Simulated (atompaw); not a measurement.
## Reading a pseudo-wave (Cu)

Columns: radius, all-electron u(r) and pseudo u(r) of the 3p shell (level -72.14 eV) of copper in the configuration [Ne] 3s2 3p6 3d10 4s1 4p0; PBE, scalar-relativistic, PAW (atompaw) scheme, atompaw 4.2.0.5.

```csv
r (bohr),all-electron,pseudo
0.067,-0.4614,0.0369
0.135,-0.6476,0.1446
0.202,-0.3823,0.3059
0.269,0.0618,0.5014
0.337,0.5027,0.7097
0.404,0.8437,0.9004
0.471,1.0723,1.0566
0.538,1.1985,1.1643
0.606,1.2436,1.2181
0.673,1.2293,1.2188
0.740,1.1764,1.1762
0.808,1.0988,1.1019
0.875,1.0100,1.0120
0.942,0.9167,0.9171
1.010,0.8227,0.8227
1.077,0.7339,0.7339
1.144,0.6507,0.6507
1.212,0.5732,0.5732
1.279,0.5038,0.5038
1.346,0.4414,0.4414
1.413,0.3858,0.3858
1.481,0.3357,0.3357
1.548,0.2922,0.2922
1.615,0.2539,0.2539
1.683,0.2199,0.2199
1.750,0.1906,0.1906
```

How many radial nodes do the two functions have?

The all-electron 3p function has n − l − 1 = 1; the pseudo-wave has 0, since the states of the same l below it are removed with the core.

At about which radius was the pseudo-wave matched?

1.00 bohr, where the columns begin to agree (steps of 0.07 bohr).

Where does each function peak?

Outermost all-electron maximum near 0.61 bohr, pseudo maximum near 0.67 bohr (to the table’s step).

Is the pseudo-wave norm-conserving?

No, it belongs to a PAW set: the norm inside the radius is not constrained, and the difference is carried by the augmentation charge.
